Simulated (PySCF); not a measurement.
# Nuclear quadrupole coupling in `C=[CH][AlH2-][N+](C)(C)C`

Compound: C5H14AlN.
SMILES with atom numbers: `[CH2:1]=[CH:2][AlH2-:3][N+:4]([CH3:5])([CH3:6])[CH3:7]` (hydrogens: H8, H9 on C1; H10 on C2; H11, H12 on Al3; H13, H14, H15 on C5; H16, H17, H18 on C6; H19, H20, H21 on C7)

Geometry (PBE0-D3(BJ)/def2-SVP, Å), atoms numbered from 1 in this order:
```
atom  x, y, z in Å
C1     3.369    0.828   -0.536
C2     2.055    0.789   -0.267
Al3    0.983   -0.880   -0.262
N4    -0.909   -0.208    0.280
C5    -1.797   -1.376    0.310
C6    -0.833    0.409    1.609
C7    -1.375    0.761   -0.718
H8     3.944   -0.077   -0.775
H9     3.955    1.757   -0.538
H10    1.613    1.777   -0.044
H11    1.240   -1.914    0.947
H12    0.616   -1.527   -1.690
H13   -1.414   -2.106    1.035
H14   -2.823   -1.081    0.591
H15   -1.812   -1.846   -0.683
H16   -1.830    0.745    1.945
H17   -0.435   -0.322    2.327
H18   -0.153    1.270    1.579
H19   -0.706    1.630   -0.731
H20   -1.358    0.294   -1.713
H21   -2.402    1.098   -0.489
```

Field gradients from the PBE0/pcSseg-1 density (PySCF, non-relativistic), principal values in atomic units, ordered |Vxx| ≤ |Vyy| ≤ |Vzz|:

```tsv
atom	Vxx	Vyy	Vzz
Al3	-0.4091	-0.4167	0.8258
N4	0.4195	0.4279	-0.8475
```

Task: Find the asymmetry η = (Vxx − Vyy)/Vzz and the couplings χ = eQV/h (234.96 MHz × Q in barn × V in au), with Q(27Al) = 0.1466 b, Q(14N) = 0.02044 b.

Result: 
| atom | environment | nucleus | η | χzz (MHz) | χxx (MHz) | χyy (MHz) |
| --- | --- | --- | --- | --- | --- | --- |
| Al3 | aluminium bonded to C, N and 2 H | 27Al | 0.01 | 28.44 | -14.09 | -14.35 |
| N4 | nitrogen bonded to Al and 3 C | 14N | 0.01 | -4.070 | 2.015 | 2.055 |

The gradient is axial or nearly so (η below 0.05) at Al3 and N4. The tensor is traceless: Vxx + Vyy + Vzz = 0.

Task: What is Vzz at Al3 in SI units (1 au = 9.71736 × 10²¹ V/m²)?

Result: 0.8258 au = 8.024 × 10²¹ V/m².

Task: What couplings would deuterons (Q(2H) = 0.00286 b) have in place of the hydrogens, at this geometry?

Result: 
| atom | bonded to | bond length (Å) | Vzz (au) | η | χzz (kHz) |
| --- | --- | --- | --- | --- | --- |
| H8 | C1 | 1.098 | 0.2984 | 0.06 | 201 |
| H9 | C1 | 1.099 | 0.2994 | 0.05 | 201 |
| H10 | C2 | 1.105 | 0.2970 | 0.02 | 200 |
| H11 | Al3 | 1.611 | 0.1023 | 0.09 | 69 |
| H12 | Al3 | 1.611 | 0.1022 | 0.09 | 69 |
| H13 | C5 | 1.098 | 0.2846 | 0.07 | 191 |
| H14 | C5 | 1.105 | 0.2790 | 0.08 | 187 |
| H15 | C5 | 1.098 | 0.2844 | 0.07 | 191 |
| H16 | C6 | 1.104 | 0.2789 | 0.07 | 187 |
| H17 | C6 | 1.098 | 0.2844 | 0.07 | 191 |
| H18 | C6 | 1.098 | 0.2867 | 0.07 | 193 |
| H19 | C7 | 1.098 | 0.2870 | 0.07 | 193 |
| H20 | C7 | 1.098 | 0.2843 | 0.07 | 191 |
| H21 | C7 | 1.104 | 0.2789 | 0.08 | 187 |

Isolated species at its PBE0-D3(BJ)/def2-SVP geometry (one conformer only). A larger basis could move these couplings by a tenth or more.
